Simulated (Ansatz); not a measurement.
The cluster Cd₂O₂⁺, relaxed as a doublet with UKS r2SCAN-D4/def2-TZVP in Ansatz, starting from the GFN1-xTB geometry. Force threshold 0.02 eV/Å.

In the def2 sets Cd takes a core potential; there is no spin–orbit coupling. The structure holds one bond between oxygen atoms, so isomers without such links may lie far lower. The charge 1 doublet is spin-contaminated (final ⟨S²⟩ up to 1.50, 0.75 for a pure state). The relaxation made no stability test and no search for a lower SCF solution. Another isomer (quartet) lies 0.76 eV lower at PBE0-D4/def2-TZVP; other spin states weren't run for this one.

Start:

Cartesian coordinates in Å:
```
Cd 0.5201 1.2089 2.1252
Cd 0.2322 -1.3194 -2.1101
O -0.2885 0.6689 0.1466
O -0.4637 -0.5584 -0.1617
```

(1) Estimate the energy that the relaxation releases and the steps that it takes.

(2) Does the start keep its bonding?

(3) Predict the relaxed structure.

Answers

(1) 17.1 kJ/mol, in 7 steps; 24 s on 4 threads of Arm Neoverse V1 on a shared host. The force fell under the threshold at step 6, but the optimiser went on. No frequencies were taken in this run, so the end may be a saddle point.

(2) By distances, no bond broke or formed. The bond that changes most is Cd2–O4, from 2.20 to 2.42 Å (atoms count from 1).

(3) 
```xyz
4

Cd    0.152    1.398    2.358
Cd   -0.151   -1.413   -2.387
O     0.097    0.621    0.130
O    -0.097   -0.606   -0.102
```
Bond lengths (bridged metal pairs left out): 2 × Cd–O 2.36 to 2.42 Å; 1 × O–O 1.26 Å.
